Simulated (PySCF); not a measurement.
**Pb: excitation energy**

Pb [Xe] 4f14 5d10 6s2 6p2 (3P) → Pb [Xe] 4f14 5d10 6s1 6p2 6d1 (high-spin determinant), as a difference of total energies. Computed with PySCF 2.14 in aug-cc-pVTZ-PP with one added diffuse shell each of d, f type with ECP60MDF (6s5p5d3f, 67 functions), with scalar relativity through the core potential. Correlated levels: valence: 5s2 5p6 5d10 frozen. The calculations carry no spin-orbit coupling.

```json
{"method": "UHF", "excitation energy (cm⁻¹)": "87967"}
{"method": "LDA", "excitation energy (cm⁻¹)": "107340"}
{"method": "PBE0", "excitation energy (cm⁻¹)": "101640"}
{"method": "r2SCAN", "excitation energy (cm⁻¹)": "102620"}
{"method": "wB97X", "excitation energy (cm⁻¹)": "107030"}
{"method": "revPBE", "excitation energy (cm⁻¹)": "102360"}
{"method": "MP2 (valence)", "excitation energy (cm⁻¹)": "93819"}
{"method": "SCS-MP2 (valence)", "excitation energy (cm⁻¹)": "95588"}
```

Q: Estimate what LC-wPBE gives.

A: 101850 cm⁻¹, closest to PBE0 among the rows shown.

Q: Estimate what PBE gives.

A: 103540 cm⁻¹, closest to r2SCAN among the rows shown.

Spin-orbit coupling is strong in these open shells (close to jj coupling). The scalar numbers leave it out and a first-order estimate fails, so it can dominate the gap to the real levels.

The upper state lies above the first ionisation limit.

The promoted electron is Rydberg-like, and one or two diffuse shells describe it only roughly, which tends to raise the upper state.

The determinant of the upper state mixes LS terms, which raises its energy above the lowest term, most at the Hartree-Fock and MP2 levels.
